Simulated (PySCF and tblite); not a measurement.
Computed ¹H and ¹³C shifts (ppm) of 4 molecules with 9 carbons each, averaged over conformers at 298.15 K: GIAO PBE0/pcSseg-1 on GFN2-xTB geometries, unscaled, against TMS (¹H), TMS (¹³C) at the same level; H on other atoms than carbon is left out (PySCF, tblite).

P. ¹H: 2.57 (2H), 2.22 (6H), 1.81 (2H), 1.04 (6H) ¹³C: 220.8 (2C), 46.2 (2C), 40.4 (1C), 32.8 (2C), 20.0 (2C)
Q. ¹H: 5.97 (1H), 5.95 (1H), 5.11 (1H), 5.01 (1H), 3.07 (2H), 2.05 (2H), 1.17 (6H) ¹³C: 161.5 (1C), 133.8 (1C), 133.7 (1C), 111.7 (1C), 45.4 (1C), 38.4 (1C), 37.5 (1C), 28.6 (2C)
R. ¹H: 2.55 (2H), 2.31 (2H), 2.01 (2H), 1.99 (1H), 1.79 (2H), 1.68 (2H), 1.43 (2H) ¹³C: 129.2 (1C), 61.9 (1C), 55.0 (1C), 34.9 (2C), 31.9 (2C), 27.2 (2C)
S. ¹H: 7.52 (1H), 6.63 (1H), 6.47 (1H), 5.68 (1H), 3.19 (1H), 0.13 (9H) ¹³C: 153.4 (1C), 151.9 (1C), 147.8 (1C), 115.5 (1C), 96.3 (1C), 85.5 (1C), 0.1 (3C)

The molecules:
1. C9H13N, SMILES N#C[C@]12CCC[C@@H]1CCC2
2. C₉H₁₄, SMILES C=C1CC=CCC1(C)C
3. C₉H₁₄Si, SMILES C#C/C=C\C=C\[Si](C)(C)C
4. C9H16O2, SMILES CC(=O)[C@@H](C)C[C@H](C)C(C)=O

Problem. Which spectrum belongs to which molecule?

Solution. P is 4; Q is 2; R is 1; S is 3.

Assigned:
1. [N:1]#[C:2][C@:3]12[CH2:4][CH2:5][CH2:6][C@@H:7]1[CH2:8][CH2:9][CH2:10]2: ¹³C: 129.2 (C2), 61.9 (C7), 55.0 (C3), 34.9 (C4/C10), 31.9 (C5/C9), 27.2 (C6/C8) ppm.
2. [CH2:1]=[C:2]1[CH2:3][CH:4]=[CH:5][CH2:6][C:7]1([CH3:8])[CH3:9]: ¹³C: 161.5 (C2), 133.8 (C5), 133.7 (C4), 111.7 (C1), 45.4 (C6), 38.4 (C3), 37.5 (C7), 28.6 (C8/C9) ppm.
3. [CH:1]#[C:2]/[CH:3]=[CH:4]\[CH:5]=[CH:6]\[Si:7]([CH3:8])([CH3:9])[CH3:10]: ¹³C: 153.4 (C4), 151.9 (C5), 147.8 (C6), 115.5 (C3), 96.3 (C1), 85.5 (C2), 0.1 (C8/C9/C10) ppm.
4. [CH3:1][C:2](=[O:3])[C@@H:4]([CH3:5])[CH2:6][C@H:7]([CH3:8])[C:9]([CH3:10])=[O:11]: ¹³C: 220.8 (C2/C9), 46.2 (C4/C7), 40.4 (C6), 32.8 (C1/C10), 20.0 (C5/C8) ppm.

Unscaled shifts at such levels can be off by 15 ppm or more for ¹³C and 0.8 ppm for ¹H.

For scale, the study of N#C[C@]12CCC[C@@H]1CCC2 took 31 s on 1 thread of AMD EPYC 9R45 96-Core, shared host (rough), launched as `OMP_NUM_THREADS=1 python ens_run.py task.json out`.
